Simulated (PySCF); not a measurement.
# Charge on either side of a bond

C₇H₁₃P.
SMILES with atom numbers: `[CH3:1][CH2:2][C:3]1=[CH:4][CH2:5][CH2:6][P:7]1[CH3:8]` (hydrogens: H9, H10, H11 on C1; H12, H13 on C2; H14 on C4; H15, H16 on C5; H17, H18 on C6; H19, H20, H21 on C8)

Structure used (GFN2-xTB), in Å, numbered top down from 1:
```xyz
21
C7H13P angstrom
C      2.7097    0.6649    0.5160
C      1.6862    0.7949   -0.6096
C      0.4689   -0.0173   -0.3091
C      0.0417   -1.0804   -0.9795
C     -1.2042   -1.7526   -0.4949
C     -1.5031   -1.2115    0.9080
P     -0.5878    0.4006    1.1378
C     -1.7650    1.5306    0.2416
H      2.2658    0.9835    1.4577
H      3.5829    1.2811    0.3142
H      3.0277   -0.3704    0.6190
H      1.4020    1.8467   -0.7113
H      2.1249    0.4666   -1.5556
H      0.5322   -1.4632   -1.8639
H     -2.0262   -1.5338   -1.1844
H     -1.0804   -2.8378   -0.4776
H     -1.1258   -1.9026    1.6664
H     -2.5692   -1.0716    1.0919
H     -2.0633    1.1114   -0.7175
H     -1.2829    2.4935    0.0831
H     -2.6430    1.6844    0.8671
```

Atomic charges (e) from the PBE0/pcSseg-1 density (PySCF):

| atom | Mulliken | IAO | Hirshfeld | ESP-fitted |
| --- | --- | --- | --- | --- |
| C1 | -0.2785 | -0.4140 | -0.1213 | +0.3048 |
| C2 | -0.1335 | -0.2513 | -0.0708 | -0.2546 |
| C3 | -0.5203 | -0.1851 | -0.0451 | +0.1450 |
| C4 | -0.0472 | -0.1628 | -0.0531 | -0.1229 |
| C5 | -0.1609 | -0.2667 | -0.0721 | -0.1812 |
| C6 | -0.4316 | -0.4392 | -0.1137 | -0.0668 |
| P7 | +0.3822 | +0.4668 | +0.1476 | -0.1741 |
| C8 | -0.4514 | -0.6071 | -0.1711 | -0.4104 |
| H9 | +0.1272 | +0.1444 | +0.0293 | -0.0921 |
| H10 | +0.1129 | +0.1386 | +0.0399 | -0.0601 |
| H11 | +0.1119 | +0.1403 | +0.0359 | -0.0623 |
| H12 | +0.1210 | +0.1360 | +0.0385 | +0.1108 |
| H13 | +0.1127 | +0.1356 | +0.0402 | +0.0354 |
| H14 | +0.0739 | +0.1406 | +0.0441 | +0.0947 |
| H15 | +0.1335 | +0.1408 | +0.0398 | +0.0931 |
| H16 | +0.1324 | +0.1447 | +0.0423 | +0.0773 |
| H17 | +0.1545 | +0.1490 | +0.0356 | +0.0689 |
| H18 | +0.1394 | +0.1441 | +0.0394 | +0.0892 |
| H19 | +0.1381 | +0.1416 | +0.0347 | +0.0946 |
| H20 | +0.1435 | +0.1528 | +0.0403 | +0.1424 |
| H21 | +0.1403 | +0.1510 | +0.0398 | +0.1683 |

**Question.** Cut each of the bonds C1–C2, C2–C3 and C8–P7 in turn and sum the charges on the side of the atom named first.

**Answer.** In e; the other side holds the opposite charge:

| bond cut | piece | atoms | Mulliken | IAO | Hirshfeld | ESP-fitted |
| --- | --- | --- | --- | --- | --- | --- |
| C1–C2 | CH3 | 4 | +0.073 | +0.009 | -0.016 | +0.090 |
| C2–C3 | C2H5 | 7 | +0.174 | +0.030 | -0.008 | -0.018 |
| C8–P7 | CH3 | 4 | -0.030 | -0.162 | -0.056 | -0.005 |

Extremes among these pieces. Mulliken: lowest CH3 at C8, highest C2H5 at C2; IAO: lowest CH3 at C8, highest C2H5 at C2; Hirshfeld: lowest CH3 at C8, highest C2H5 at C2; ESP-fitted: lowest C2H5 at C2, highest CH3 at C1.

**Question.** Do the schemes agree better on the pieces than on the single atoms at the cuts?

**Answer.** The spread between schemes averages 0.152 e for the pieces and 0.446 e for the atoms named first; it is smaller for the piece at 2 of the 3 cuts. On average they agree better on the pieces.

The structure is a single GFN2-xTB conformer in the gas phase; no vibrational or solvent corrections.

These values come from a run that also computed NMR shieldings. Rough CPU time on one thread of a shared machine: about 2.3 min (with the writing of density and orbital grids).
